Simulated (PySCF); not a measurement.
# Peak assignment

Geometry:
| atom | x (Å) | y (Å) | z (Å) |
| --- | --- | --- | --- |
| F1 | -0.801 | -2.249 | 0.491 |
| C2 | -1.031 | -1.074 | -0.171 |
| C3 | -1.861 | -0.011 | 0.543 |
| C4 | -0.918 | 1.033 | -0.087 |
| C5 | 0.131 | -0.080 | -0.270 |
| C6 | 1.188 | -0.115 | -1.384 |
| C7 | 2.303 | -0.274 | -0.328 |
| C8 | 1.244 | -0.227 | 0.794 |
| H9 | -1.432 | -1.319 | -1.171 |
| H10 | -2.940 | 0.041 | 0.337 |
| H11 | -1.702 | -0.089 | 1.629 |
| H12 | -1.293 | 1.399 | -1.056 |
| H13 | -0.625 | 1.897 | 0.527 |
| H14 | 1.240 | 0.813 | -1.975 |
| H15 | 1.078 | -0.960 | -2.082 |
| H16 | 2.859 | -1.220 | -0.389 |
| H17 | 3.034 | 0.548 | -0.306 |
| H18 | 1.162 | -1.147 | 1.389 |
| H19 | 1.329 | 0.630 | 1.480 |

PySCF calculation with PBE0-D3(BJ)/def2-SVP geometry, couplings computed with B3LYP/pcJ-1 (spin–dipole term only in couplings to heteroatoms) and NMR shieldings at HF/pcSseg-1/GIAO; in vacuum, one computed conformer, no relativistic terms.

References, each an isolated molecule treated in the same way: 13C (190.85 ppm), 1H (31.69 ppm) vs TMS.

**Question.** Assign these signals to the numbered atoms. 13C{1H} NMR (computed): δ 81.5 (CH, d, J = 283.8 Hz), 38.8 (C, d, J = 20.3 Hz), 27.7 (CH2), 24.4 (CH2, d, J = 19.6 Hz), 24.2 (CH2, d, J = 17.5 Hz), 23.8 (CH2, d, J = 10.2 Hz), 13.7 (CH2).

**Answer.** 
81.5 → C2, sp3 CH bonded to F: pulled downfield by the heteroatom
38.8 → C5, quaternary sp3 carbon in a ring: a saturated carbon with 4 carbon neighbours and no heteroatom attached
27.7 → C6, sp3 CH2 in a ring: a saturated carbon with 2 carbon neighbours and no heteroatom attached
24.4 → C3, sp3 CH2 in a ring
24.2 → C4, sp3 CH2 in a ring
23.8 → C8, sp3 CH2 in a ring
13.7 → C7, sp3 CH2 in a ring

C3 and C4; C4 and C8 lie closer than the usual error of such a calculation, so a measured spectrum could show them in the other order.

**Question.** Assign these signals to the numbered atoms. 1H NMR (300 MHz, computed): δ 3.92 (m, 1H), 2.68 (m, 1H), 1.92 (m, 1H), 1.88 (m, 1H), 1.84 (m, 1H), 1.84 (m, 1H), 1.82 (m, 1H), 1.69 (m, 1H), 1.65 (m, 1H), 1.53 (m, 1H), 1.03 (m, 1H).

**Answer.** 
3.92 → H9, hydrogen on an sp3 CH bonded to F: its carbon carries F, which withdraws density
2.68 → H18, hydrogen on an sp3 CH2 in a ring
1.92 → H15, hydrogen on an sp3 CH2 in a ring: far from electronegative atoms and π systems
1.88 → H10, hydrogen on an sp3 CH2 in a ring
1.84 → H17, hydrogen on an sp3 CH2 in a ring: far from electronegative atoms and π systems
1.84 → H16, hydrogen on an sp3 CH2 in a ring
1.82 → H14, hydrogen on an sp3 CH2 in a ring
1.69 → H11, hydrogen on an sp3 CH2 in a ring
1.65 → H19, hydrogen on an sp3 CH2 in a ring: far from electronegative atoms and π systems
1.53 → H13, hydrogen on an sp3 CH2 in a ring
1.03 → H12, hydrogen on an sp3 CH2 in a ring

H15 and H10; H10 and H17; H17 and H16; H16 and H14; H11 and H19; H19 and H13 lie closer than the usual error of such a calculation, so a measured spectrum could show them in the other order.

C–F couplings over four or more bonds (about 3 Hz to the para carbon of a fluoroarene) are left out. Common functionals overestimate the size of one-bond C–F couplings by tens of Hz; these are unscaled. Splittings below 1 Hz are ignored in the labels, and close J values are merged. Unscaled 3J(H,H) at this level run about 10 % above measured values. Shifts are as computed. Against solution values, carbons near 30 ppm lie about -0 ppm off and those near 130 ppm about +7 ppm. Of 1211 compounds with measured shifts, 218 miss one by over three times the rms of a fit or turn the order of signals round; such compounds aren't used in these exercises.
